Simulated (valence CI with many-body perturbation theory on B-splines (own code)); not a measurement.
## Tl39+: E2, M1 decay

Method: relativistic CI+MBPT: six valence electrons over a frozen Dirac-Fock core [Kr], a basis of 7 s, 7 p, 8 d, 6 f, 4 g, 1 h functions for each j, with the one-electron correlation potential Σ1, the two-electron term Σ2, the three-electron term Σ3, Breit, model QED; selected CI, second order for the rest, scaled by the run's own slope (own B-spline code, finite nucleus).

No measured spectrum was set against this ion. As an estimate, large intervals hold to a few tenths of a per cent, small ones and those within an open d or f shell to about a per cent. Core correlation moves these levels by up to 11000 cm⁻¹, and in measured spectra 5 to 20 % of such shifts remained as error; rates that hang on mixing are uncertain with them. Among the levels kept, up to 720 cm⁻¹ of a level comes from second order outside the variational space, and about a tenth of that is noise between levels of different J, which matters for small intervals. Only levels of the ground parity were solved; by the run's estimate the other parity begins above the list, which can be wrong where configurations are misplaced.

Lines 1 to 50 of 111 in falling wavelength, among levels below 987460 cm⁻¹, chosen from the decays that carry over 1 % of a level's rate. Wavelengths and rates use the calculated energies. Electric multipoles are in the length gauge with retardation, E1 and E2 with the static RPA response of the core. M1 uses the relativistic operator with retardation. Weak lines are less certain than strong ones. Lines between different terms over intervals too small for the method are left out, as are lines whose strength nearly cancels. The highest levels of a list are the least certain.

Levels are named by their leading jj configuration (3d3/2^4 stands for four electrons in 3d with j = 3/2), which in mixed levels can hold well under half, so a name can repeat and another be missing. Letters in brackets count levels of one name in rising energy.

```
λ vac (Å)                      Upper                      Lower  Type   A (s⁻¹)  Branch %
    39960      (4d3/2^3 4d5/2^3) J=6      (4d3/2^3 4d5/2^3) J=5    M1  9.17e-02       1.0
     3974      (4d3/2^4 4d5/2^2) J=2      (4d3/2^4 4d5/2^2) J=4    E2  4.59e-03     100.0
     2135  (4d3/2^3 4d5/2^3) J=2 [b]  (4d3/2^3 4d5/2^3) J=3 [b]    M1  6.15e+02       2.1
     2111  (4d3/2^3 4d5/2^3) J=4 [b]  (4d3/2^3 4d5/2^3) J=3 [b]    M1  2.34e+02       3.6
     1624      (4d3/2^4 4d5/2^2) J=0      (4d3/2^4 4d5/2^2) J=2    E2  1.45e+00     100.0
     1595  (4d3/2^3 4d5/2^3) J=3 [b]  (4d3/2^3 4d5/2^3) J=3 [a]    M1  1.21e+03       1.3
     1349  (4d3/2^3 4d5/2^3) J=4 [b]      (4d3/2^3 4d5/2^3) J=5    M1  5.10e+02       7.8
     1347      (4d3/2^3 4d5/2^3) J=0  (4d3/2^3 4d5/2^3) J=1 [a]    M1  4.92e+03      85.2
     1111  (4d3/2^3 4d5/2^3) J=1 [b]  (4d3/2^3 4d5/2^3) J=1 [a]    M1  2.43e+03       2.4
     1076  (4d3/2^3 4d5/2^3) J=2 [b]  (4d3/2^3 4d5/2^3) J=1 [a]    M1  3.99e+02       1.4
    967.5  (4d3/2^3 4d5/2^3) J=4 [b]  (4d3/2^3 4d5/2^3) J=4 [a]    M1  1.47e+03      22.4
    912.9  (4d3/2^3 4d5/2^3) J=2 [b]  (4d3/2^3 4d5/2^3) J=3 [a]    M1  4.23e+03      14.7
    774.0  (4d3/2^2 4d5/2^4) J=0 [a]  (4d3/2^3 4d5/2^3) J=1 [b]    M1  9.94e+03       1.8
    757.1  (4d3/2^3 4d5/2^3) J=1 [a]      (4d3/2^4 4d5/2^2) J=0    M1  2.38e+04       9.8
    676.5  (4d3/2^2 4d5/2^4) J=3 [a]  (4d3/2^3 4d5/2^3) J=2 [b]    M1  9.14e+03       2.5
    648.0      (4d3/2^2 4d5/2^4) J=5  (4d3/2^3 4d5/2^3) J=4 [b]    M1  2.44e+04      10.9
    574.3  (4d3/2^2 4d5/2^4) J=3 [b]  (4d3/2^3 4d5/2^3) J=4 [b]    M1  4.43e+04      17.6
    572.6  (4d3/2^2 4d5/2^4) J=3 [b]  (4d3/2^3 4d5/2^3) J=2 [b]    M1  8.29e+03       3.3
    564.8  (4d3/2^3 4d5/2^3) J=3 [a]      (4d3/2^4 4d5/2^2) J=2    M1  5.37e+04      24.7
    553.3      (4d3/2^2 4d5/2^4) J=1  (4d3/2^3 4d5/2^3) J=2 [b]    M1  4.07e+04      13.1
    544.4      (4d3/2^2 4d5/2^4) J=1  (4d3/2^3 4d5/2^3) J=1 [b]    M1  4.77e+04      15.4
    540.8  (4d3/2^2 4d5/2^4) J=0 [b]      (4d3/2^2 4d5/2^4) J=1    M1  1.51e+04       4.8
    539.7        (4d3/2 4d5/2^5) J=3  (4d3/2^2 4d5/2^4) J=4 [c]    M1  4.89e+04       9.5
    538.3  (4d3/2^2 4d5/2^4) J=4 [b]  (4d3/2^3 4d5/2^3) J=3 [c]    M1  9.00e+03       4.5
    537.7  (4d3/2^2 4d5/2^4) J=4 [a]  (4d3/2^3 4d5/2^3) J=3 [b]    M1  1.29e+04       3.2
    521.3  (4d3/2^2 4d5/2^4) J=4 [b]  (4d3/2^3 4d5/2^3) J=4 [b]    M1  2.27e+03       1.1
    516.3  (4d3/2^3 4d5/2^3) J=1 [a]      (4d3/2^4 4d5/2^2) J=2    M1  2.19e+05      90.2
    516.2        (4d3/2 4d5/2^5) J=2  (4d3/2^2 4d5/2^4) J=2 [c]    M1  2.88e+04       5.2
    514.7  (4d3/2^2 4d5/2^4) J=2 [b]  (4d3/2^3 4d5/2^3) J=2 [b]    M1  8.27e+03       3.6
    513.7  (4d3/2^2 4d5/2^4) J=3 [a]  (4d3/2^3 4d5/2^3) J=3 [b]    M1  1.72e+04       4.7
    506.9  (4d3/2^2 4d5/2^4) J=2 [b]  (4d3/2^3 4d5/2^3) J=1 [b]    M1  3.78e+03       1.7
    501.5      (4d3/2^2 4d5/2^4) J=1      (4d3/2^3 4d5/2^3) J=0    M1  6.01e+04      19.4
    499.0  (4d3/2^2 4d5/2^4) J=3 [a]  (4d3/2^3 4d5/2^3) J=2 [a]    M1  4.87e+04      13.2
    498.6        (4d3/2 4d5/2^5) J=3  (4d3/2^2 4d5/2^4) J=2 [c]    M1  8.10e+04      15.8
    494.5  (4d3/2^3 4d5/2^3) J=3 [a]      (4d3/2^4 4d5/2^2) J=4    M1  1.64e+05      75.3
    480.1  (4d3/2^2 4d5/2^4) J=2 [a]  (4d3/2^3 4d5/2^3) J=1 [a]    M1  1.10e+05      22.4
    478.6  (4d3/2^3 4d5/2^3) J=4 [a]      (4d3/2^4 4d5/2^2) J=4    M1  2.01e+05     100.0
    470.1  (4d3/2^2 4d5/2^4) J=4 [a]      (4d3/2^3 4d5/2^3) J=5    M1  5.75e+04      14.3
    456.3  (4d3/2^2 4d5/2^4) J=0 [a]  (4d3/2^3 4d5/2^3) J=1 [a]    M1  5.35e+05      98.2
    451.5  (4d3/2^2 4d5/2^4) J=3 [b]  (4d3/2^3 4d5/2^3) J=3 [b]    M1  1.03e+05      40.9
    450.3  (4d3/2^3 4d5/2^3) J=1 [b]      (4d3/2^4 4d5/2^2) J=0    M1  8.75e+04      87.0
    444.7  (4d3/2^2 4d5/2^4) J=2 [a]  (4d3/2^3 4d5/2^3) J=3 [a]    M1  3.70e+05      75.6
    442.6      (4d3/2^2 4d5/2^4) J=5      (4d3/2^3 4d5/2^3) J=6    M1  1.24e+05      55.0
    440.1  (4d3/2^2 4d5/2^4) J=3 [b]  (4d3/2^3 4d5/2^3) J=2 [a]    M1  6.73e+04      26.7
    439.6  (4d3/2^2 4d5/2^4) J=2 [c]  (4d3/2^3 4d5/2^3) J=3 [c]    M1  1.07e+05      29.7
    437.8      (4d3/2^2 4d5/2^4) J=5      (4d3/2^3 4d5/2^3) J=5    M1  6.36e+04      28.3
    428.6      (4d3/2^2 4d5/2^4) J=1  (4d3/2^3 4d5/2^3) J=2 [a]    M1  4.22e+04      13.6
    428.3        (4d3/2 4d5/2^5) J=2  (4d3/2^2 4d5/2^4) J=2 [b]    M1  8.70e+04      15.7
    427.3  (4d3/2^3 4d5/2^3) J=2 [a]      (4d3/2^4 4d5/2^2) J=2    M1  1.38e+05      99.7
    427.3  (4d3/2^2 4d5/2^4) J=2 [c]  (4d3/2^3 4d5/2^3) J=2 [b]    M1  1.25e+05      34.8
```
